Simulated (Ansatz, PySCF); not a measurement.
Ge(H)3(OSiH3) (GeH₆OSi), SMILES [SiH3][O][GeH3]. Atoms are numbered in the order given.

```xyz
9

Ge     1.1188    -0.1985     0.0802
O     -0.5491    -0.1914    -0.5576
Si    -2.0339     0.3705    -0.0776
H      1.9586    -0.9586    -0.9583
H      1.5939     1.2619     0.2337
H      1.1209    -0.9181     1.4455
H     -2.4377    -0.2285     1.2318
H     -3.0336    -0.0037    -1.1149
H     -2.0218     1.8575     0.0779
```
Charge 0, spin multiplicity 1.

Geometry optimised at B3LYP-D3(BJ)/def2-SVP. The structure was generated by enumeration, and PubChem lists no compound with its InChIKey, so it may never have been made.

Two levels are set side by side: PBE-D3(BJ)/def2-SVP (Ansatz, a program for electronic structure) and B3LYP-D3(BJ)/def2-SVP (Ansatz). Each level has its own optimised geometry; the coordinates shown are those of the second. Frequencies come from the Hessian of PySCF at each geometry. Differences are taken from unrounded values.

```
quantity                            B3LYP-D3(BJ)  PBE-D3(BJ)  PBE-D3(BJ) minus B3LYP-D3(BJ)
----------------------------------  ------------  ----------  -----------------------------
mean bond length (Å)                       1.568       1.581                          0.013
bond Ge1–O2 (Å)                            1.786       1.801                          0.015
bond O2–Si3 (Å)                            1.659       1.674                          0.016
bond Ge1–H4 (Å)                            1.537       1.546                          0.009
bond Ge1–H5 (Å)                            1.543       1.553                          0.010
bond Ge1–H6 (Å)                            1.543       1.553                          0.010
bond Si3–H7 (Å)                            1.495       1.509                          0.014
bond Si3–H8 (Å)                            1.488       1.501                          0.013
bond Si3–H9 (Å)                            1.495       1.509                          0.014
highest harmonic wavenumber (cm⁻¹)          2240        2185                            -56
mean harmonic wavenumber (cm⁻¹)             1100        1066                            -34
zero-point energy (kcal/mol)               33.03       32.00                          -1.03
```

Exact exchange shortens and stiffens bonds; PBE has none. Differences between two approximate levels are no errors against the true value.
